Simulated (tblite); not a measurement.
`CC#C[C@@H](F)C#N`. Structure optimised with GFN2-xTB, isolated species.

```
atom  x, y, z in Å
C1     2.2711   -0.5650    0.1104
C2     0.9149   -0.0774    0.1099
C3    -0.2074    0.3437    0.1400
C4    -1.5815    0.8212    0.0975
F5    -1.9272    1.2406   -1.1764
C6    -2.4646   -0.2592    0.5217
N7    -3.1333   -1.1186    0.8629
H8     2.3897   -1.3191   -0.6665
H9     2.9616    0.2558   -0.0791
H10    2.5019   -1.0107    1.0773
H11   -1.7199    1.6912    0.7611
```

Problem. What is the repulsion energy of the bare nuclei, Σ ZA·ZB/RAB?

Solution. 242.60 Eh over 55 pairs, with full nuclear charges and distances in bohr; the largest single term is 20.63 Eh (C4 with F5).

Problem. Work out the bond lengths C1–C2, C1–H9, C1–H10, C4–F5, C4–C6, C4–H11, C6≡N7 in bohr.

Solution. For C1–C2 the difference vector is (-1.3562, 0.4876, -0.0005) Å, of length 1.4412 Å. 1 bohr = 0.529177 Å. C1–C2 2.723; C1–H9 2.058; C1–H10 2.059; C4–F5 2.617; C4–C6 2.756; C4–H11 2.084; C6≡N7 2.156 bohr.

Problem. How far are the heavy atoms from their best plane (unweighted least squares)?

Solution. 0.255 Å rms; C1 0.19, C2 0.03, C3 0.24, C4 0.42, F5 0.37, C6 0.07, N7 0.20 Å (magnitudes).

Problem. What are the angles C2–C1–H10, H8–C1–H10, H9–C1–H10, C1–C2–C3, C2–C3–C4, F5–C4–H11, F5–C4–C6?

Solution. From the scalar product of the two bond vectors; for C2–C1–H10 it is -0.5308 Å² over 1.4412 × 1.0894 Å², cos θ = -0.3381. C2–C1–H10 109.8°; H8–C1–H10 109.1°; H9–C1–H10 109.2°; C1–C2–C3 178.3°; C2–C3–C4 176.6°; F5–C4–H11 106.5°; F5–C4–C6 109.9°.

Problem. Write the matrix of distances between heavy atoms (Å, lower triangle).

Solution. 
```
C1    0.000
C2    1.441  0.000
C3    2.640  1.199  0.000
C4    4.094  2.653  1.455  0.000
F5    4.748  3.387  2.344  1.385  0.000
C6    4.763  3.409  2.367  1.458  2.328  0.000
N7    5.485  4.247  3.350  2.599  3.344  1.141  0.000
```

Its GFN2-xTB frequencies are all real (lowest 21 cm⁻¹).

All values are computed, not measured.
